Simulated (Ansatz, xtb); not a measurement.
**Relaxing a trial structure of CH5Al2Cl**

The starting geometry of this gas-phase singlet was built from a drawn formula by distance geometry and a force field; its bonds are those of `[AlH2][AlH][CH2]Cl`.

```xyz
9

C    -0.8995   -0.8233   -0.5489
Al   -0.4899   -3.7195    1.9383
Al    0.4058   -2.0487    0.3058
Cl   -2.0696   -1.7184   -1.4947
H     0.5269   -4.7562    2.6630
H    -2.0458   -3.8295    2.2336
H     1.9563   -1.9736   -0.0043
H    -1.4370   -0.2312    0.1308
H    -0.3543   -0.1491   -1.2728
```

Q: Predict what it relaxes into with r2SCAN-D4/def2-SVP.

A: A new bond forms, giving a structure with Cl4 bridging C1 and Al3, given below by its coordinates. Contacts that close: Al3–Cl4 (3.08 → 2.50 Å).

The energy falls by 0.48 eV over 35 steps:

```json
{"step": "1", "E − E(last) (eV)": "0.484"}
{"step": "5", "E − E(last) (eV)": "0.057"}
{"step": "9", "E − E(last) (eV)": "0.012"}
{"step": "12", "E − E(last) (eV)": "0.011"}
{"step": "16", "E − E(last) (eV)": "0.008"}
{"step": "20", "E − E(last) (eV)": "0.006"}
{"step": "24", "E − E(last) (eV)": "0.003"}
{"step": "27", "E − E(last) (eV)": "0.001"}
{"step": "31", "E − E(last) (eV)": "0.000"}
{"step": "35", "E − E(last) (eV)": "0.000"}
```

Final geometry (Å):

```xyz
9

C    -0.6927   -0.5566   -0.3096
Al   -0.5571   -3.7838    1.9564
Al    0.2880   -2.2412    0.0674
Cl   -1.6134   -1.7187   -1.4685
H     0.1578   -3.8473    3.3873
H    -1.8301   -4.7362    1.7816
H     1.5702   -2.4527   -0.8577
H    -1.4624   -0.1356    0.3508
H    -0.2674    0.2227   -0.9568
```

From the same start GFN2-xTB reaches the same bonding as this run.

No frequencies were run, so the end isn't proven a minimum. Run with Ansatz 0.2.0, 65 s on 1 thread of Intel(R) Xeon(R) 6975P-C (Granite Rapids), with other jobs on the host.
